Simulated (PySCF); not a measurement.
Ligands exchanged one at a time, Si Br-NH2. Isolated molecules, 0 K electronic values unless said otherwise. One relaxed conformer stands for each flexible species; it need not be the lowest. Strings in code marks are SMILES.

Computed with M06-2X/def2-TZVP // PBE0-D3(BJ)/def2-TZVP in PySCF 2.14.0. Delta-SCF ions had no search for a lower state. Excitations are Tamm–Dancoff values on a coarser integration grid. The basis has no diffuse functions, so Rydberg states are missing or too high.

| species | vertical ionisation energy (Delta-SCF) (eV) | dipole moment (D) | T1 excitation (TDA) (eV) |
|---|---|---|---|
| 0 of 4 Br replaced by NH2 (`Br[Si](Br)(Br)Br`) | – | 0.00 | – |
| 1 of 4 Br replaced by NH2 | 10.45 | 2.34 | 6.09 |
| 2 of 4 Br replaced by NH2 (`N[Si](N)(Br)Br`) | 10.17 | ? | 6.58 |
| 3 of 4 Br replaced by NH2 (`N[Si](N)(N)Br`) | – | – | 6.77 |
| 4 of 4 Br replaced by NH2 | ? | – | 6.36 |

**Question.** Some entries are withheld; supply them.

**Answer.** 
- 2 of 4 Br replaced by NH2 (`N[Si](N)(Br)Br`), dipole moment (D): 2.41
- 4 of 4 Br replaced by NH2, vertical ionisation energy (Delta-SCF) (eV): 9.23
